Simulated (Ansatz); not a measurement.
Mn₂Cu⁻. Charge -1, multiplicity 9. Geometry PBE-D4/def2-TZVPD.

```xyz
3

Cu    1.005   -0.380    0.777
Mn   -0.421   -1.011   -1.078
Mn   -0.584    1.391    0.301
```

At PBE-D4/def2-SVPD, PBE-D4/def2-TZVPD, BLYP-D4/def2-TZVPD, PBE0-D4/def2-SVPD and others the charge -1 multiplicity 9 is spin-contaminated (final ⟨S²⟩ up to 21.65, 20.00 for a pure state). At PBE-D4/def2-SVPD, PBE-D4/def2-TZVPD, BLYP-D4/def2-TZVPD, PBE0-D4/def2-SVPD and others the highest occupied level of the charge -1 multiplicity 9 lies above zero (up to 1.18 eV). It is a level of β spin, whose loss leaves a multiplicity 10; that state wasn't run at this geometry and level. The electron is either unbound and held by the finite basis, or the level is raised by self-interaction error. The geometry of the multiplicity 9 was relaxed on an unsound state (⟨S²⟩ 20.87, where a pure state has 20.00). The structure comes from a short search, and lower isomers may exist.

(1) Estimate the α-spin orbital energies around the gap (eV) in Ansatz with PBE-D4/def2-SVPD, PBE-D4/def2-TZVPD, BLYP-D4/def2-TZVPD, PBE0-D4/def2-SVPD, PBE0-D4/def2-TZVPD.

Answers

(1) 
```json
{"orbital": "HOMO−9", "PBE-D4/def2-SVPD": "-1.86", "PBE-D4/def2-TZVPD": "-1.76", "BLYP-D4/def2-TZVPD": "-1.47", "PBE0-D4/def2-SVPD": "-5.38", "PBE0-D4/def2-TZVPD": "-5.13"}
{"orbital": "HOMO−8", "PBE-D4/def2-SVPD": "-1.72", "PBE-D4/def2-TZVPD": "-1.70", "BLYP-D4/def2-TZVPD": "-1.45", "PBE0-D4/def2-SVPD": "-5.25", "PBE0-D4/def2-TZVPD": "-4.91"}
{"orbital": "HOMO−7", "PBE-D4/def2-SVPD": "-1.65", "PBE-D4/def2-TZVPD": "-1.48", "BLYP-D4/def2-TZVPD": "-1.17", "PBE0-D4/def2-SVPD": "-5.19", "PBE0-D4/def2-TZVPD": "-4.90"}
{"orbital": "HOMO−6", "PBE-D4/def2-SVPD": "-1.52", "PBE-D4/def2-TZVPD": "-1.38", "BLYP-D4/def2-TZVPD": "-1.16", "PBE0-D4/def2-SVPD": "-3.57", "PBE0-D4/def2-TZVPD": "-3.69"}
{"orbital": "HOMO−5", "PBE-D4/def2-SVPD": "-1.13", "PBE-D4/def2-TZVPD": "-1.31", "BLYP-D4/def2-TZVPD": "-1.13", "PBE0-D4/def2-SVPD": "-3.40", "PBE0-D4/def2-TZVPD": "-3.59"}
{"orbital": "HOMO−4", "PBE-D4/def2-SVPD": "-0.96", "PBE-D4/def2-TZVPD": "-1.26", "BLYP-D4/def2-TZVPD": "-1.10", "PBE0-D4/def2-SVPD": "-3.33", "PBE0-D4/def2-TZVPD": "-3.59"}
{"orbital": "HOMO−3", "PBE-D4/def2-SVPD": "-0.95", "PBE-D4/def2-TZVPD": "-1.18", "BLYP-D4/def2-TZVPD": "-0.99", "PBE0-D4/def2-SVPD": "-3.31", "PBE0-D4/def2-TZVPD": "-3.55"}
{"orbital": "HOMO−2", "PBE-D4/def2-SVPD": "-0.91", "PBE-D4/def2-TZVPD": "-1.15", "BLYP-D4/def2-TZVPD": "-0.86", "PBE0-D4/def2-SVPD": "-3.23", "PBE0-D4/def2-TZVPD": "-3.53"}
{"orbital": "HOMO−1", "PBE-D4/def2-SVPD": "-0.91", "PBE-D4/def2-TZVPD": "-1.02", "BLYP-D4/def2-TZVPD": "-0.79", "PBE0-D4/def2-SVPD": "-2.91", "PBE0-D4/def2-TZVPD": "-2.98"}
{"orbital": "HOMO", "PBE-D4/def2-SVPD": "0.20", "PBE-D4/def2-TZVPD": "0.17", "BLYP-D4/def2-TZVPD": "0.42", "PBE0-D4/def2-SVPD": "-0.59", "PBE0-D4/def2-TZVPD": "-0.62"}
{"orbital": "LUMO", "PBE-D4/def2-SVPD": "0.74", "PBE-D4/def2-TZVPD": "0.67", "BLYP-D4/def2-TZVPD": "0.75", "PBE0-D4/def2-SVPD": "1.25", "PBE0-D4/def2-TZVPD": "1.21"}
{"orbital": "LUMO+1", "PBE-D4/def2-SVPD": "1.90", "PBE-D4/def2-TZVPD": "1.84", "BLYP-D4/def2-TZVPD": "1.98", "PBE0-D4/def2-SVPD": "2.35", "PBE0-D4/def2-TZVPD": "2.32"}
{"orbital": "LUMO+2", "PBE-D4/def2-SVPD": "2.14", "PBE-D4/def2-TZVPD": "2.13", "BLYP-D4/def2-TZVPD": "2.32", "PBE0-D4/def2-SVPD": "2.38", "PBE0-D4/def2-TZVPD": "2.39"}
{"orbital": "LUMO+3", "PBE-D4/def2-SVPD": "2.83", "PBE-D4/def2-TZVPD": "2.72", "BLYP-D4/def2-TZVPD": "2.83", "PBE0-D4/def2-SVPD": "3.25", "PBE0-D4/def2-TZVPD": "3.12"}
{"orbital": "LUMO+4", "PBE-D4/def2-SVPD": "3.02", "PBE-D4/def2-TZVPD": "2.96", "BLYP-D4/def2-TZVPD": "2.99", "PBE0-D4/def2-SVPD": "3.52", "PBE0-D4/def2-TZVPD": "3.46"}
{"orbital": "LUMO+5", "PBE-D4/def2-SVPD": "3.36", "PBE-D4/def2-TZVPD": "3.18", "BLYP-D4/def2-TZVPD": "3.31", "PBE0-D4/def2-SVPD": "3.79", "PBE0-D4/def2-TZVPD": "3.57"}
{"orbital": "β HOMO", "PBE-D4/def2-SVPD": "1.18", "PBE-D4/def2-TZVPD": "1.02", "BLYP-D4/def2-TZVPD": "1.17", "PBE0-D4/def2-SVPD": "0.51", "PBE0-D4/def2-TZVPD": "0.39"}
{"orbital": "β LUMO", "PBE-D4/def2-SVPD": "1.45", "PBE-D4/def2-TZVPD": "1.37", "BLYP-D4/def2-TZVPD": "1.48", "PBE0-D4/def2-SVPD": "2.18", "PBE0-D4/def2-TZVPD": "2.22"}
```
